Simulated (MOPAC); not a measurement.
MOPAC input (PM3):

```
PM3 FORCE THERMO(298,298) PRECISE LET UHF MS=0.5 GEO-OK AUX(PRECISION=9) THREADS=1
CH7P2Si

C    -1.55689820 1    1.43551089 1   -0.38113264 1
Si   -0.20288242 1    0.18943167 1   -0.26346908 1
P    -0.85531304 1   -1.90803600 1   -0.22855071 1
P     1.72636139 1    0.95790362 1    0.44906221 1
H    -1.18941263 1    2.38767943 1   -0.78615476 1
H    -2.35464464 1    1.09875340 1   -1.05619912 1
H    -2.03431679 1    1.66587423 1    0.57939231 1
H     0.11196162 1   -2.58336793 1    0.39267467 1
H    -1.82311047 1   -2.00320973 1    0.68960671 1
H     2.34182940 1   -0.06744622 1    1.03854972 1
H     1.47711689 1    1.72016667 1    1.51907760 1
```

From the output:

```
     H   11   0.005516   0.005979   0.006533   0.232073   1.461544

          HEAT OF FORMATION =       3.749690 KCALS/MOLE

          ZERO POINT ENERGY      39.291 KCAL/MOL

           NORMAL COORDINATE ANALYSIS (Total motion = 1 Angstrom)

   Root No.       1         2         3         4         5         6         7         8

                 1 A"      2 A"      1 A'      2 A'      3 A'      3 A"      4 A'      4 A"

                  27.8      86.7     101.1     127.8     159.6     180.3     243.5     316.8

           1   -0.0000   -0.0000    0.0151    0.0506    0.0132    0.0001   -0.0785   -0.0000
           2   -0.0159    0.0016   -0.0020    0.0019    0.0098    0.1240   -0.0024   -0.0113
           3   -0.0026    0.0003    0.0121   -0.0121   -0.0604    0.0203    0.0142   -0.0018
           4    0.0000   -0.0000    0.0137    0.0528    0.0165   -0.0000   -0.0760    0.0001
           5   -0.0001    0.0031   -0.0015    0.0045   -0.0154   -0.0210   -0.0009    0.0971
           6   -0.0000    0.0005    0.0093   -0.0277    0.0943   -0.0034    0.0060    0.0158
           7    0.0038    0.0066   -0.0162   -0.0311   -0.0064   -0.0406    0.0542   -0.0193
           8    0.0056   -0.0054    0.0197    0.0388    0.0099   -0.0231    0.1125   -0.0453
           9   -0.0059   -0.0032   -0.0056    0.0214   -0.0217   -0.0021    0.0172   -0.0098
          10   -0.0038   -0.0066   -0.0162   -0.0311   -0.0064    0.0406    0.0543    0.0192
          11    0.0034   -0.0061   -0.0169   -0.0436   -0.0024   -0.0226   -0.1122   -0.0461
          12    0.0074    0.0013   -0.0115    0.0079   -0.0238   -0.0054   -0.0194   -0.0052
          13   -0.0176   -0.0013    0.0164    0.0522   -0.0373   -0.0772   -0.0744    0.0657
          14   -0.1138   -0.0074   -0.0021    0.0027    0.0156    0.1404   -0.0039   -0.0497
          15   -0.2674   -0.0237    0.0133   -0.0084   -0.0986   -0.0217    0.0142   -0.0269
          16    0.0174    0.0013    0.0164    0.0522   -0.0373    0.0774   -0.0745   -0.0658
          17   -0.1929   -0.0145   -0.0023    0.0001    0.0166    0.1262   -0.0011   -0.0557
          18    0.2174    0.0201    0.0133   -0.0088   -0.0984    0.0652    0.0145    0.0099
          19    0.0002    0.0000    0.0126    0.0442    0.1085    0.0001   -0.0853   -0.0000
          20    0.2716    0.0275   -0.0022    0.0015    0.0167    0.2168   -0.0030   -0.0242
          21    0.0443    0.0045    0.0132   -0.0092   -0.1027    0.0354    0.0171   -0.0039
          22    0.0082   -0.0741    0.0664   -0.0416   -0.0370   -0.0176   -0.0269    0.0318
          23   -0.0139    0.0563   -0.0290    0.1516    0.0144    0.0383   -0.0361    0.0082
          24    0.0089   -0.1997    0.1897   -0.0313   -0.0912    0.0333   -0.1258    0.1003
          25    0.0211   -0.1515    0.1287   -0.1140   -0.0925   -0.0464    0.0021    0.0798
          26   -0.0090    0.0767   -0.0752    0.0577   -0.0624   -0.0283   -0.0063    0.1501
          27   -0.0274    0.1543   -0.1650    0.0861   -0.0244   -0.0027   -0.0424    0.0856
          28   -0.0082    0.0741    0.0664   -0.0418   -0.0370    0.0177   -0.0266   -0.0318
          29   -0.0104   -0.0101   -0.0328   -0.1337    0.0154    0.0469    0.0744    0.0397
          30   -0.0129    0.2072    0.1891   -0.0779   -0.0911   -0.0195   -0.1077   -0.0926
          31   -0.0212    0.1517    0.1289   -0.1141   -0.0924    0.0463    0.0024   -0.0796
          32   -0.0172    0.1216    0.1236   -0.0819    0.0671   -0.0277    0.0193    0.1696
          33    0.0231   -0.1219   -0.1326    0.0632   -0.0033   -0.0064   -0.0381   -0.0335

   Root No.       9        10        11        12        13        14        15        16

                 5 A'      5 A"      6 A"      6 A'      7 A'      8 A'      7 A"      8 A"

                 518.2     523.8     574.8     582.1     660.8     792.8     860.7     909.4

           1    0.0247    0.0000    0.0000    0.0584    0.1234    0.0041   -0.0000    0.0000
           2    0.0003   -0.0043   -0.0026    0.0001    0.0008   -0.0097   -0.0619   -0.0031
           3   -0.0023   -0.0005   -0.0006   -0.0008   -0.0056    0.0601   -0.0099   -0.0004
           4   -0.0021   -0.0000   -0.0000   -0.0093   -0.0789   -0.0050    0.0000    0.0000
           5    0.0032   -0.0381    0.0036    0.0001   -0.0012    0.0025    0.0189    0.0021
           6   -0.0197   -0.0062    0.0006   -0.0002    0.0078   -0.0153    0.0031    0.0004
           7    0.0003    0.0020    0.0106   -0.0098    0.0069    0.0013    0.0013   -0.0043
           8   -0.0048    0.0082   -0.0055    0.0057   -0.0017   -0.0014   -0.0018   -0.0056
           9    0.0136   -0.0122   -0.0029    0.0027   -0.0055    0.0008    0.0000    0.0083
          10    0.0005   -0.0020   -0.0106   -0.0099    0.0069    0.0012   -0.0013    0.0043
          11    0.0003    0.0039   -0.0061   -0.0063    0.0034    0.0010   -0.0017   -0.0027
          12    0.0144    0.0140    0.0011    0.0010   -0.0048    0.0012   -0.0007   -0.0097
          13    0.0311   -0.0326    0.0342    0.0314    0.1080   -0.1811   -0.3274   -0.0148
          14    0.0001    0.0127   -0.0215    0.0049    0.0043    0.0115    0.1098    0.0048
          15    0.0084    0.0062   -0.0084   -0.0107    0.0123   -0.1020    0.0424    0.0022
          16    0.0311    0.0327   -0.0343    0.0315    0.1080   -0.1811    0.3276    0.0148
          17   -0.0030    0.0139   -0.0229   -0.0011   -0.0081    0.0218    0.1171    0.0052
          18    0.0079   -0.0015    0.0008   -0.0118    0.0104   -0.1003   -0.0050   -0.0004
          19   -0.0073   -0.0000    0.0001    0.0697    0.0571    0.3694    0.0000   -0.0000
          20   -0.0019    0.0081   -0.0150    0.0015   -0.0028    0.0184    0.0907    0.0040
          21    0.0111    0.0015   -0.0026   -0.0094    0.0171   -0.1137    0.0150    0.0007
          22   -0.0514    0.0574    0.0756   -0.0677    0.0572    0.0029    0.0091   -0.0699
          23   -0.0684    0.0962    0.2702   -0.2322    0.1835    0.0349    0.0172    0.1501
          24   -0.0934    0.0947    0.0873   -0.0765    0.0749   -0.0017    0.0193   -0.1704
          25   -0.1059    0.1020   -0.0957    0.0852   -0.0401    0.0010   -0.0284    0.2058
          26   -0.2511    0.2337   -0.1034    0.0992   -0.0032   -0.0182   -0.0213    0.0059
          27   -0.1191    0.1092   -0.0154    0.0194    0.0197   -0.0134    0.0018   -0.1047
          28   -0.0512   -0.0573   -0.0752   -0.0674    0.0569    0.0028   -0.0092    0.0700
          29    0.0948    0.1214    0.2843    0.2441   -0.1977   -0.0327    0.0225    0.0882
          30   -0.0668   -0.0594    0.0033    0.0015    0.0125   -0.0127   -0.0132    0.2092
          31   -0.1054   -0.1018    0.0958    0.0850   -0.0402    0.0008    0.0282   -0.2061
          32    0.2762    0.2563   -0.1031   -0.1005   -0.0030    0.0215   -0.0196   -0.0274
          33   -0.0332   -0.0293   -0.0183   -0.0128    0.0195   -0.0070   -0.0085    0.1013

   Root No.      17        18        19        20        21        22        23        24

                 9 A'     10 A'      9 A"     11 A'     10 A"     12 A'     11 A"     13 A'

                 912.4    1332.3    1394.9    1411.8    1544.8    1554.2    1618.2    1619.0

           1   -0.0001   -0.0574   -0.0000    0.0057   -0.0001   -0.0006    0.0000    0.0001
           2    0.0006    0.0008   -0.0430    0.0070    0.0000    0.0000    0.0003   -0.0001
           3   -0.0032   -0.0049   -0.0071   -0.0428   -0.0005   -0.0003    0.0002    0.0004
           4   -0.0004   -0.0050   -0.0000    0.0009   -0.0001    0.0001    0.0000   -0.0006
           5   -0.0005   -0.0000   -0.0003    0.0001    0.0001    0.0001   -0.0005    0.0000
           6    0.0031    0.0001   -0.0001   -0.0005   -0.0000   -0.0006   -0.0001   -0.0001
           7   -0.0043   -0.0002    0.0001    0.0003   -0.0027    0.0023    0.0107   -0.0109
           8   -0.0057    0.0001    0.0000    0.0001   -0.0044    0.0042   -0.0045    0.0045
           9    0.0077    0.0003    0.0001   -0.0001    0.0091   -0.0088    0.0015   -0.0012
          10   -0.0044   -0.0002   -0.0001    0.0002    0.0027    0.0023   -0.0107   -0.0108
          11    0.0029   -0.0002    0.0001   -0.0000   -0.0013   -0.0012   -0.0038   -0.0038
          12    0.0091    0.0003   -0.0001   -0.0002   -0.0097   -0.0098   -0.0029   -0.0026
          13    0.0077    0.2747    0.1418   -0.1170   -0.0020    0.0039    0.0010    0.0010
          14   -0.0002   -0.0832    0.0143    0.1901   -0.0002   -0.0016   -0.0003   -0.0009
          15    0.0042    0.0784    0.2183    0.3366   -0.0022   -0.0012   -0.0003   -0.0010
          16    0.0078    0.2748   -0.1419   -0.1172    0.0016    0.0039   -0.0010    0.0010
          17   -0.0011    0.0537    0.0831   -0.2870   -0.0006    0.0017   -0.0004    0.0011
          18    0.0041    0.1007   -0.2026    0.2588    0.0009   -0.0006    0.0004   -0.0006
          19   -0.0165    0.2929    0.0003    0.1228    0.0002    0.0036   -0.0000    0.0012
          20   -0.0006    0.0208    0.4184    0.0106   -0.0029    0.0003   -0.0009    0.0000
          21    0.0045   -0.1291    0.0681   -0.0655   -0.0011   -0.0017   -0.0000   -0.0002
          22   -0.0692    0.0003    0.0017    0.0006    0.1979   -0.1890   -0.2449    0.2527
          23    0.1505   -0.0035   -0.0008    0.0002   -0.0162    0.0161    0.0238   -0.0238
          24   -0.1676   -0.0036   -0.0006    0.0004   -0.0864    0.0857    0.1082   -0.1119
          25    0.2092   -0.0024   -0.0010    0.0012   -0.1108    0.1144   -0.0914    0.0883
          26    0.0103    0.0021    0.0022   -0.0020    0.1509   -0.1556    0.1220   -0.1163
          27   -0.1029   -0.0043   -0.0020    0.0018   -0.1912    0.1971   -0.1543    0.1491
          28   -0.0693    0.0003   -0.0016    0.0005   -0.1985   -0.1882    0.2455    0.2521
          29   -0.0894    0.0044   -0.0010   -0.0004   -0.0429   -0.0420    0.0568    0.0577
          30   -0.2066   -0.0022    0.0005    0.0003    0.0780    0.0757   -0.0955   -0.0985
          31    0.2089   -0.0024    0.0010    0.0011    0.1120    0.1140    0.0916    0.0882
          32    0.0227   -0.0008    0.0015    0.0014    0.0826    0.0846    0.0667    0.0627
          33   -0.1009   -0.0046    0.0026    0.0023    0.2303    0.2351    0.1855    0.1778

   Root No.      25        26        27

                14 A'     12 A"     15 A'

                3105.0    3106.1    3219.7

           1   -0.0017   -0.0000   -0.0241
           2    0.0081   -0.0554   -0.0002
           3   -0.0502   -0.0091    0.0014
           4    0.0000   -0.0000   -0.0010
           5    0.0001   -0.0004   -0.0000
           6   -0.0004   -0.0001    0.0001
           7    0.0000    0.0000    0.0000
           8   -0.0000   -0.0000   -0.0000
           9    0.0000   -0.0000    0.0001
          10   -0.0000   -0.0000   -0.0000
          11   -0.0000   -0.0000    0.0000
          12    0.0000    0.0001   -0.0002
          13   -0.0873    0.1676    0.1016
          14   -0.2102    0.3884    0.2881
          15    0.0570   -0.1718   -0.1147
          16   -0.0876   -0.1669    0.1013
```
